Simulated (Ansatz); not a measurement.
Reaction (cleavage of the B–Si bond): `OB(F)[SiH3]` + `[SiH3]S` → `OB(F)S[SiH3]` + SiH₄

Computed with Ansatz on PBE0-D4/def2-TZVP structures; ΔE is electronic, products minus reactants. CCSD(T)/CBS adds triple-zeta CCSD(T) − MP2 to the extrapolated MP2 energy (def2 sets, frozen cores). This one scheme is used for every species. Functionals use def2-TZVPP. B3LYP here is the variant with VWN-RPA as its local correlation; programs differ in this. One conformer a species, not always the lowest.

CCSD(T)/CBS gives -84.7 kJ/mol.

Problem. Another level gave -84.8 kJ/mol. Which?
A. B3LYP/def2-TZVPP
B. MP2/def2-TZVPP
C. CCSD/def2-TZVPP
D. HF/def2-TZVPP

Solution. C. CCSD/def2-TZVPP -84.8, B3LYP -79.2, MP2/def2-TZVPP -94.4, HF/def2-TZVPP -89.3 kJ/mol.

Largest T1 diagnostic among the species: 0.014.

From PBE to PBE0 (25 % exact exchange), in def2-TZVPP and without D4, ΔE moves by −4.9 kJ/mol. The D4 term adds −5.5 kJ/mol with B3LYP and −2.9 kJ/mol with PBE0; it sums over pairs of atoms, weighted by their polarisabilities, and B3LYP, whose exchange is more repulsive, gets the larger term.
